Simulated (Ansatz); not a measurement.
Ideal-gas functions of `[F][GaH][O][GeH3]` at 800 K and 1 bar, from an Ansatz frequency run at PBE0-D4/def2-TZVP.

Molar mass 181.36 g/mol, point group Cs (symmetry number 1), electronic degeneracy 1, moments of inertia 66.182, 436.571, 496.294 u Å². Harmonic wavenumbers (cm⁻¹, unscaled): 50, 67, 98, 217, 477, 478, 568, 638, 655, 675, 838, 872, 874, 935, 2086, 2154, 2156, 2170.

Use S(trans) = R[1.5 ln M + 2.5 ln T − 1.1517]; rotational temperatures θ = 24.2544 K / I; S(rot) = R[ln(√π/σ · √(T³/θAθBθC)) + 1.5]; for each mode x = 1.438777 ν̃/T, S = R[x/(eˣ − 1) − ln(1 − e⁻ˣ)] and H = RT x/(eˣ − 1); 1 cm⁻¹ = 0.0119627 kJ/mol; R = 8.31446 J/(mol·K).

**Question.** By hand: the entropy, in J/(mol·K).

**Answer.** Translation 194.2. Rotation: θ = 0.3665, 0.0556, 0.0489 K, giving 129.3. Vibration, mode by mode: 28.35, 25.91, 22.76, 16.19, 9.84, 9.82, 8.49, 7.61, 7.42, 7.19, 5.65, 5.38, 5.36, 4.91, 0.95, 0.86, 0.86, 0.84, in all 168.4. Electronic 0.0. Sum 491.9 J/(mol·K).

**Question.** By hand: H − E and G − E in kJ/mol, counted from the electronic energy.

**Answer.** Zero-point energy ½ × 16008 × 0.0119627 = 95.7; thermal vibration 59.9; translation, rotation and pV give 4 RT = 26.6. H − E = 182.2 kJ/mol, and G − E = 182.2 − 800 × 491.9/1000 = -211.3 kJ/mol.

Vibration gives 34 % of the entropy, 77.0 J/(mol·K) of it from the modes under 150 cm⁻¹: soft modes count most, and the harmonic formula is weakest for them. The sum counts one conformer and one mirror image; others add a mixing term.
